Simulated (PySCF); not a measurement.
Job file and geometry (Å, from GFN2-xTB) of an NMR shielding run on SMILES COC1=C[C@H](C2CC2)[SiH2]C1, C₈H₁₄OSi, GIAO PBE0/pcSseg-1 NMR shielding, non-relativistic, gas phase in PySCF 2.14.0, density-fitted response routines; density fitting, a coarse starting grid and PySCF grid level 2 are the driver's defaults:

```
$ OMP_NUM_THREADS=1 python probes_run.py task.json out

{"job": {"kind": "nmr", "xc": "PBE0", "basis": "pcSseg-1"}, "charge": 0, "multiplicity": 1}
C      3.257069     1.264374    -0.656175
O      2.963274    -0.086940    -0.412657
C      1.644909    -0.445371    -0.351538
C      0.581212     0.335283    -0.501311
C     -0.790837    -0.273929    -0.377964
C     -1.577711     0.415489     0.715961
C     -2.361292     1.656682     0.408680
C     -3.074611     0.371395     0.706919
Si    -0.444692    -2.131107    -0.054570
C      1.446408    -1.912599    -0.089938
H      4.343217     1.341433    -0.665808
H      2.859642     1.589917    -1.623359
H      2.851901     1.908820     0.131226
H      0.638877     1.396728    -0.684769
H     -1.332517    -0.120977    -1.318405
H     -1.094513     0.373631     1.685414
H     -2.396268     2.448019     1.142490
H     -2.367396     2.013872    -0.610639
H     -3.599563     0.281965     1.645915
H     -3.560173    -0.140259    -0.110511
H     -0.937469    -3.003482    -1.124990
H     -0.941474    -2.591179     1.244340
H      1.941232    -2.488736    -0.871987
H      1.939039    -2.183265     0.844081
```

Question: What does the program print?

Answer: 
```
coarse grid: 20080 points
cycle   1  E = -677.1452894714  dE =  1.462e+00  |g| = 6.095e-01  |ddm| = 4.441e+00
cycle   2  E = -677.1084151192  dE =  3.687e-02  |g| = 7.578e-01  |ddm| = 1.231e+00
cycle   3  E = -677.2296540026  dE = -1.212e-01  |g| = 8.367e-02  |ddm| = 7.207e-01
cycle   4  E = -677.2306156543  dE = -9.617e-04  |g| = 4.070e-02  |ddm| = 7.943e-02
cycle   5  E = -677.2309583639  dE = -3.427e-04  |g| = 8.809e-03  |ddm| = 4.056e-02
cycle   6  E = -677.2309698244  dE = -1.146e-05  |g| = 5.300e-03  |ddm| = 1.431e-02
cycle   7  E = -677.2309768184  dE = -6.994e-06  |g| = 6.960e-04  |ddm| = 5.308e-03
final grid: 188008 points
cycle   8  E = -677.3021690422  dE = -6.035e-05  |g| = 1.284e-02  |ddm| = 4.957e-02
cycle   9  E = -677.3021334018  dE =  3.564e-05  |g| = 1.874e-02  |ddm| = 2.421e-02
cycle  10  E = -677.3022032547  dE = -6.985e-05  |g| = 2.395e-03  |ddm| = 1.560e-02
cycle  11  E = -677.3022045503  dE = -1.296e-06  |g| = 3.885e-04  |ddm| = 2.497e-03
cycle  12  E = -677.3022045770  dE = -2.667e-08  |g| = 2.006e-04  |ddm| = 4.620e-04
cycle  13  E = -677.3022045862  dE = -9.216e-09  |g| = 3.923e-05  |ddm| = 1.901e-04
cycle  14  E = -677.3022045865  dE = -3.452e-10  |g| = 1.065e-05  |ddm| = 5.104e-05
converged SCF energy = -677.3022045865

GIAO shielding tensors (ppm)
atom      isotropic    diamagn.    paramagn.     s11        s22        s33       span
  0 C      130.056     246.172    -116.115    101.279    109.257    179.633     78.355
  1 O      218.489     395.748    -177.259    104.571    258.054    292.842    188.271
  2 C       19.649     259.303    -239.655    -75.007     59.728     74.225    149.232
  3 C       81.712     261.023    -179.311      5.981     92.462    146.692    140.711
  4 C      149.409     249.822    -100.413    134.571    145.239    168.416     33.845
  5 C      166.569     243.592     -77.023    138.393    151.589    209.726     71.334
  6 C      176.561     253.187     -76.626    143.106    175.481    211.096     67.990
  7 C      180.619     256.960     -76.341    152.386    176.815    212.655     60.269
  8 Si     383.111     881.358    -498.248    346.483    376.038    426.811     80.328
  9 C      169.209     255.327     -86.118    144.077    164.456    199.095     55.018
 10 H       27.655      27.311       0.344     23.302     25.828     33.835     10.533
 11 H       28.148      29.976      -1.827     24.931     25.796     33.719      8.788
 12 H       28.120      30.986      -2.866     24.713     26.206     33.440      8.728
 13 H       27.012      36.764      -9.752     22.848     26.737     31.453      8.605
 14 H       30.477      33.977      -3.500     26.242     30.558     34.632      8.390
 15 H       31.113      32.579      -1.466     24.636     30.167     38.536     13.901
 16 H       31.084      30.777       0.306     25.565     26.385     41.301     15.736
 17 H       31.558      32.187      -0.629     26.556     28.763     39.356     12.800
 18 H       31.247      30.717       0.530     25.655     26.502     41.585     15.930
 19 H       31.706      32.096      -0.390     26.250     29.245     39.623     13.373
 20 H       27.317      29.897      -2.580     23.707     25.110     33.133      9.426
 21 H       27.474      30.128      -2.654     23.915     26.290     32.216      8.301
 22 H       29.893      30.171      -0.278     25.026     27.985     36.667     11.641
 23 H       29.763      31.097      -1.334     25.313     27.846     36.129     10.816
```

Size and cost of the density-fitted run: 247 basis functions, 110 s wall time on 1 thread of an Arm Neoverse N1, shared host; peak memory 1.1 GiB.
